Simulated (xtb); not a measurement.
Job for xtb: GFN1-xTB on AsW, 2S+1 = 4, a spin state set in the input, which need not be the lowest, a point of a bond scan (R = 2.263 Å).

```
$ xtb mol.xyz --gfn 1 --sp --chrg 0 --uhf 3
2

W      0.00000000     0.00000000     0.00000000
As     0.00000000     0.00000000     2.26304300
```

The head of its log:

```
[...]
           -------------------------------------------------
          |                Calculation Setup                |
           -------------------------------------------------



           -------------------------------------------------
          |                 G F N 1 - x T B                 |
           -------------------------------------------------

        Reference                      10.1021/acs.jctc.7b00118
      * Hamiltonian:
        H0-scaling (s, p, d)           1.850000    2.250000    2.000000
        zeta-weighting                 0.000000
      * Dispersion:
        s8                             2.400000
        a1                             0.630000
        a2                             5.000000
        s9                             0.000000
      * Repulsion:
        kExp                           1.500000
        rExp                           1.000000
      * Coulomb:
        alpha                          2.000000
        third order                    atomic
        anisotropic                    false
      * Halogen bond correction:
        rad-scale                      1.300000
        damping                        0.440000


          ...................................................
          :                      SETUP                      :
          :.................................................:
          :  # basis functions                  20          :
          :  # atomic orbitals                  18          :
          :  # shells                            6          :
          :  # electrons                        11          :
          :  # halogen bonds                     0          :
          :  max. iterations                   250          :
          :  Hamiltonian                  GFN1-xTB          :
          :  restarted?                      false          :
          :  GBSA solvation                  false          :
          :  PC potential                    false          :
          :  electronic temp.          300.0000000     K    :
          :  accuracy                    1.0000000          :
          :  -> integral cutoff          0.2500000E+02      :
          :  -> integral neglect         0.1000000E-07      :
          :  -> SCF convergence          0.1000000E-05 Eh   :
          :  -> wf. convergence          0.2000000E-04 e    :
          :  Broyden damping             0.4000000          :
          :  net charge                          0          :
          :  unpaired electrons                  3          :
          ...................................................

 iter      E             dE          RMSdq      gap      omega  full diag
   1      0.1907055  0.190706E+00  0.400E+01    0.00       0.0  T
   2     -3.6766100 -0.386732E+01  0.541E+01    0.17       1.0  T
```

Q: What total energy does the run end on?

A: -4.3818 hartree.
